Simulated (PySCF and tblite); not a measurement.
Results of a calculation; reference values are marked as such.
System: C7H11N, numbered as in [CH2:1]=[CH:2][N:3]1[CH2:4][C@@H:5]1[CH:6]1[CH2:7][CH2:8]1.

For the pyramidal inversion at N3: electronic barrier 8.47 kcal/mol, zero-point change -0.57 kcal/mol, thermal and entropy terms at 298.15 K a further 0.19 kcal/mol (symmetry numbers apart). The minimum is C1, the saddle C1. Level: PBE0/pcSseg-1 + D3(BJ) on GFN2-xTB stationary points, with GFN2-xTB thermal terms. Rate constants are transition-state-theory values, counting equivalent paths, without tunnelling. Programs: tblite and PySCF.

How many equivalent paths lead out of the minimum?

1: the symmetry number of the minimum is 1, that of the saddle displaced along its mode 1.

Work out the rate at 298.15 K.

ΔG‡ = 8.09 kcal/mol; k_B T/h = 6.2×10¹² s⁻¹; exp(−ΔG‡/RT) = 1.2×10⁻⁶; times 1 gives k = 7.3×10⁶ s⁻¹. Wigner's tunnelling factor for the 219i cm⁻¹ mode would be 1.05.
